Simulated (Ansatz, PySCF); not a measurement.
Species: C2H6BO, net charge 0, doublet state. It need not be the lowest isomer of its formula. 
Coordinates optimised at B3LYP-D3(BJ)/def2-TZVP (Ansatz, an electronic-structure program):
```xyz
10

B      0.0176     0.0472    -0.0069
C      1.5352    -0.2345    -0.0135
C     -1.0479    -1.0933     0.1788
O     -0.4483     1.3287    -0.1666
H      1.9466    -1.2306     0.1092
H      2.2888     0.5391    -0.1404
H     -2.0722    -0.7198     0.1584
H     -0.9440    -1.8534    -0.6026
H     -0.8931    -1.6194     1.1266
H      0.2482     1.9848    -0.2759
```
Charge 0, spin multiplicity 2.

Dipole moments at this geometry, in debye (magnitudes).

| level | program | dipole (D) |
|---|---|---|
| SVWN5/def2-TZVPD | Ansatz | 1.60 |
| revPBE/def2-TZVPD | Ansatz | 1.55 |
| PBE0/def2-TZVPD | Ansatz | 1.64 |
| BHLYP/def2-TZVPD | Ansatz | 1.71 |
| TPSSh/def2-TZVPD | PySCF | 1.61 |
| r2SCANh/def2-TZVPD | Ansatz | 1.60 |
| LC-wPBE/def2-TZVPD | Ansatz | 1.70 |
| wB97M-V/def2-TZVPD | Ansatz | 1.68 |
| wB97X-V/def2-TZVPD | Ansatz | 1.68 |
| CCSD(T)/aug-cc-pVDZ | Ansatz | 1.62 |
